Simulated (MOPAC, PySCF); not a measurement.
C3H8OSi, SMILES `C(O)C([SiH3])=C` (Si–C–C–O torsion -45°, C–C–O–H torsion -59°), neutral singlet in the gas phase. 

Cartesian coordinates (Å):
SMILES: C=C([SiH3])CO
```xyz
13

C      0.0146    -1.0448     1.3684
C     -0.0286    -0.3319     0.2447
Si     1.5418     0.2048    -0.6256
C     -1.3357     0.0786    -0.3693
O     -1.3359     1.4320    -0.7793
H     -0.8946    -1.3390     1.8901
H      0.9505    -1.3725     1.8089
H      2.6852    -0.5224    -0.0128
H      1.7785     1.6649    -0.4787
H      1.4640    -0.1154    -2.0752
H     -2.1657    -0.1341     0.3187
H     -1.5115    -0.4971    -1.2831
H     -1.1626     1.9772    -0.0068
```
Charge 0, spin multiplicity 1.

All levels are single points at this geometry (PBE0-D3(BJ)/def2-TZVP); Pople sets use spherical d functions. Orbital energies aren't observables, and empty levels follow the basis.

ωB97X-D3(BJ)/def2-TZVP in PySCF gives gap (eV) = 11.80.

Q: Estimate the gap (eV) from each of these levels: PBE-D3(BJ)/def2-TZVP in PySCF; PBE0-D3(BJ)/def2-TZVP in PySCF; B3LYP/3-21G in PySCF; B3LYP/6-311+G** in PySCF; PBE/6-31G* in PySCF; HF/3-21G in PySCF; PM3 in MOPAC; PM7 in MOPAC.

A: 
```
level                           gap (eV)
------------------------------  --------
PBE-D3(BJ)/def2-TZVP in PySCF       4.85
PBE0-D3(BJ)/def2-TZVP in PySCF      7.21
B3LYP/3-21G in PySCF                6.90
B3LYP/6-311+G** in PySCF            6.72
PBE/6-31G* in PySCF                 4.90
HF/3-21G in PySCF                  14.11
PM3 in MOPAC                       10.52
PM7 in MOPAC                       10.96
```
